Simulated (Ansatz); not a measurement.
N-butylpyridinium tetrafluoroborate (C9H14BF4N) was relaxed with r2SCAN-D4 (def2-SVP) in Ansatz in these states: charge -1 doublet, neutral singlet. The geometries follow in no particular order.

A:

Cartesian coordinates in Å:
```
C -3.037 -2.926 0.144
C -1.665 -2.403 0.557
C -1.312 -1.063 -0.080
C 0.069 -0.561 0.348
N 0.409 0.711 -0.250
C 0.977 0.760 -1.521
C 0.987 1.923 -2.245
C 0.437 3.123 -1.713
C -0.015 3.075 -0.363
C -0.013 1.900 0.341
H -3.834 -2.216 0.426
H -3.270 -3.894 0.617
H -3.098 -3.064 -0.949
H -1.618 -2.304 1.657
H -0.888 -3.145 0.294
H -2.074 -0.306 0.189
H -1.343 -1.150 -1.183
H 0.142 -0.448 1.441
H 0.862 -1.279 0.086
H 1.465 -0.161 -1.846
H 1.480 1.919 -3.224
H 0.446 4.056 -2.279
H -0.320 3.988 0.159
H -0.254 1.827 1.404
F 4.218 0.091 2.405
B 3.103 0.337 1.597
F 3.244 1.544 0.911
F 2.961 -0.723 0.663
F 1.940 0.390 2.412
```

B:

```tsv
atom	x (Å)	y (Å)	z (Å)
C1	-2.502	-0.254	3.529
C2	-1.950	-0.852	2.241
C3	-0.981	0.083	1.521
C4	-0.451	-0.548	0.240
N5	0.476	0.357	-0.472
C6	-0.001	1.185	-1.422
C7	0.843	2.060	-2.086
C8	2.204	2.054	-1.782
C9	2.683	1.162	-0.823
C10	1.794	0.309	-0.191
H11	-1.693	-0.024	4.242
H12	-3.198	-0.947	4.026
H13	-3.048	0.683	3.332
H14	-1.437	-1.806	2.458
H15	-2.780	-1.107	1.558
H16	-0.137	0.337	2.190
H17	-1.488	1.037	1.284
H18	0.104	-1.479	0.413
H19	-1.244	-0.800	-0.476
H20	-1.066	1.103	-1.639
H21	0.431	2.711	-2.859
H22	2.891	2.719	-2.310
H23	3.746	1.093	-0.585
H24	2.103	-0.443	0.535
F25	1.059	-2.790	-3.495
B26	0.948	-1.748	-2.612
F27	1.722	-0.638	-3.002
F28	-0.408	-1.316	-2.506
F29	1.379	-2.142	-1.308
```

Question: Judge from the bond lengths which geometry belongs to which state (an estimate).

Answer: A is the charge -1 doublet (N5–C6 1.393 Å, N5–C10 1.392 Å, C4–N5 1.447 Å); B is the neutral singlet (N5–C6 1.348 Å, N5–C10 1.349 Å, C4–N5 1.478 Å).

At r2SCAN-D4/def2-SVP the highest occupied level of the relaxed charge -1 doublet lies above zero (up to 0.85 eV). By energy differences its removal costs 1.25 eV (each at its own geometry, to the charge 0 singlet, at PBE0-D4/def2-SVP).
